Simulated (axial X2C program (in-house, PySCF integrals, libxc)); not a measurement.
# Photoelectron levels of SnO by EOM-IP-CCSD

Calculated with an in-house all-electron X2C program for linear molecules (integrals from PySCF): two-component X2C with atomic mean-field Coulomb and Gaunt terms, Gaussian nuclei, basis Sn dyall-cv3z, O dyall-av3z with contracted cores.

R = 1.675 Å (0.920 times 1.821 Å, the PBE0 minimum at charge 0 for the lowest determinant).

Vertical ionisation energies of SnO to the states of SnO⁺:

```
Ω of SnO⁺  vertical IE (eV)  above lowest (cm⁻¹)                  ionised spinor  one-hole weight
      1/2             9.926                    0  48% O pσ, 26% Sn pσ, 18% Sn sσ             0.94
      3/2            10.624                 5631             81% O pπ, 11% Sn pπ             0.91
      1/2            10.675                 6043             78% O pπ, 13% Sn pπ             0.92
      1/2            14.216                34605   45% Sn sσ, 38% O pσ, 7% Sn pσ             0.91
```

Question: Take the first Ω = 1/2 and Ω = 3/2 rows of π character: how far apart are they, and which lies lower?

Answer: E(3/2) − E(1/2) = 5631 − 6043 = -412 cm⁻¹ at EOM-IP-CCSD: inverted, Ω = 3/2 lower. Splittings at this level can be off by ten to twenty per cent.

This point took 33 s on 1 thread of Intel(R) Xeon(R) Processor @ 2.30GHz, on a shared host.

Reference electrons by ω block (each with its −ω partner): 1/2: 19, 3/2: 8, 5/2: 2. 20 electrons of SnO correlated (inner shells frozen), 94 natural virtual spinors (a truncated set); levels can be off by some tenths of an eV. Roots sought by Ω: (1/2: 4, 3/2: 3, 5/2: 1); rows need 60 % one-particle weight and stop where some Ω has no more roots. Missing are any skipped roots, higher Ω and states of a further excitation; these come out far too high here and may in truth be low or lowest. T1 of the reference 0.023 (Lee–Taylor). Number of frozen shells: Sn 4 s, 3 p, 1 d; O 1 s.
